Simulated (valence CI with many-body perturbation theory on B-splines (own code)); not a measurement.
## Ga²⁴⁺: key properties

Method: relativistic CI+MBPT: five valence electrons over a frozen Dirac-Fock core [He], a basis of 9 s, 9 p, 8 d, 6 f, 3 g, 1 h functions for each j, with the one-electron correlation potential Σ1 (screened to all orders), the two-electron term Σ2, the three-electron term Σ3, Breit, model QED; selected single and double excitations, second order for the rest, scaled by the run's own slope (own B-spline code, finite nucleus).

No measured levels were compared; by estimate levels of excited configurations hold to 0.05 to 0.15 % of their energy, terms of the ground configuration to about 0.5 %. Among the levels kept, up to 3900 cm⁻¹ of a level comes from second order outside the variational space, and about a tenth of that is noise between levels of different J, which matters for small intervals.

Names give the largest LS component (configuration and term), which can be under half, so a name can repeat, a term be missing and a line seem to break the LS rules; names also repeat where a configuration has a term twice.

Rates and lifetimes use the calculated energies. Strong lines usually hold to 10 to 20 %, long lifetimes can be off by a factor of two.

Question: What is the ground level?

Answer: 2s²2p³ ⁴S°_3/2, composition 66 % 2s²2p³ ⁴S° + 24 % 2s²2p³ ²P° + 10 % 2s²2p³ ²D°, g = 1.721.

Question: Name the longest-lived excited levels whose lifetime is computed, and their main decay.

Answer: 2s²2p³ ²D°_5/2 at 281.97 × 10³ cm⁻¹ lives 38.9 μs, mostly by M1 to 2s²2p³ ⁴S°_3/2; 2s²2p³ ²D°_3/2 at 208.68 × 10³ cm⁻¹ lives 6.60 μs, mostly by M1 to 2s²2p³ ⁴S°_3/2; 2s²2p³ ²P°_1/2 at 389.95 × 10³ cm⁻¹ lives 3.76 μs, mostly by M1 to 2s²2p³ ⁴S°_3/2.

Question: What are the static dipole polarisabilities of the lowest levels?

Answer: 2s²2p³ ⁴S°_3/2 0.00503 (tensor 0.00029); 2s²2p³ ²D°_3/2 0.00497 (tensor 0.00079); 2s²2p³ ²D°_5/2 0.00485 (tensor 0.00035); 2s²2p³ ²P°_1/2 0.00433 bohr³, of which the core gives 9.68e-06.

Question: What is the ionisation energy?

Answer: 2390.2 eV; NIST lists 2391 ± 18 eV (semi-empirical).

Question: Where does the other parity begin?

Answer: At 2s2p⁴ ⁴P_5/2, 1016.9 × 10³ cm⁻¹.
